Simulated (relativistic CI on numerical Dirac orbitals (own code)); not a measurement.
**Mn2+ in a cubic cluster: 2p photoemission with charge transfer**

Computed with a charge-transfer multiplet model of a cubic metal-ligand cluster with up to one ligand hole, Slater and spin-orbit integrals from Dirac-Coulomb-Breit ions, Slater integrals scaled by 0.9. The ground state mixes d5 with configurations of k ligand holes L, whose averages lie at kΔ + k(k − 1)U_dd/2; a core hole lowers each added d electron by U_cd. 300 K, Lorentzian 0.6 eV and Gaussian 0.8 eV FWHM.

Atomic integrals in eV (Slater integrals scaled, ζ unscaled), ground: F2dd 9.229, F4dd 5.732, zeta_d 0.037; with the core hole: F2dd 10.932, F4dd 6.843, zeta_d 0.060, zeta_core 6.788, F2cd 6.321, G1cd 4.735, G3cd 2.690.

Cluster parameters (eV): Δ = 3.4, U_dd = 6.2, U_cd = 7.2, 10Dq = 1.05, 10Dq(ligand) = 0.1, final-state hopping factor = 1.

```tsv
Case	n_d	d5	d6L	S
V(eg) = 0.6 eV, V(t2g) = -0.32 eV	5.03	0.97	0.03	2.50
V(eg) = 1.2 eV, V(t2g) = -0.63 eV	5.08	0.92	0.08	2.50
V(eg) = 1.5 eV, V(t2g) = -0.79 eV	5.12	0.88	0.12	2.50
```

Weights, n_d and S are thermal averages at 300 K. Binding energies count from the first peak over 30 % of the highest in each spectrum, which can be another peak from case to case. The parameters are a model scan and need not match a compound or its usual spin state. Peaks in eV (height, largest 100):
- V(eg) = 0.6 eV, V(t2g) = -0.32 eV: 0.0 (100), 1.1 (99), 7.1 (23), 13.0 (57), 14.5 (49), 17.7 (7)
- V(eg) = 1.2 eV, V(t2g) = -0.63 eV: 0.0 (100), 1.4 (90), 4.3 (61), 5.7 (46), 9.9 (18), 12.1 (48), 13.4 (46), 16.6 (26), 17.6 (28)
- V(eg) = 1.5 eV, V(t2g) = -0.79 eV: 0.0 (100), 1.1 (79), 5.3 (40), 6.5 (38), 12.2 (47), 13.4 (44), 17.5 (18), 18.5 (19)

Curve for V(eg) = 0.6 eV, V(t2g) = -0.32 eV (points under 2 left out, the grid thinned):

(E (eV), Intensity): (-4.8, 2.1), (-4.2, 2.8), (-3.7, 3.7), (-3.1, 6.0), (-2.5, 13.2), (-2.0, 32.3), (-1.4, 59.4), (-0.8, 76.8), (-0.3, 95.9), (0.3, 98.3), (0.9, 98.2), (1.4, 96.6), (2.0, 89.9), (2.6, 70.7), (3.1, 58.9), (3.7, 44.9), (4.3, 24.9), (4.8, 16.8), (5.4, 14.9), (6.0, 15.7), (6.5, 19.6), (7.1, 23.4), (7.6, 20.5), (8.2, 15.7), (8.8, 13.6), (9.3, 13.6), (9.9, 19.6), (10.5, 29.1), (11.0, 31.3), (11.6, 35.5), (12.2, 43.3), (12.7, 53.4), (13.3, 54.7), (13.9, 43.7), (14.4, 48.7), (15.0, 35.2), (15.6, 15.4), (16.1, 9.9), (16.7, 6.9), (17.3, 7.0), (17.8, 7.2), (18.4, 6.2), (19.0, 4.7), (19.5, 3.2), (20.1, 2.0)

For the case V(eg) = 1.5 eV, V(t2g) = -0.79 eV, Δ = 3.4 eV is smaller than U_dd = 6.2 eV, the charge-transfer side of the Zaanen-Sawatzky-Allen scheme. With the core hole the average of the configuration with one ligand hole lies at Δ − U_cd = -3.8 eV before mixing: it lies below the unscreened one, so the lowest final states are mostly screened and the unscreened weight appears at higher binding energy as a satellite.

With at most 1 ligand hole the space is cut while the next configuration still counts, so covalency is underestimated, and a final configuration with one more ligand hole, which can lie low, is missing from the spectra.
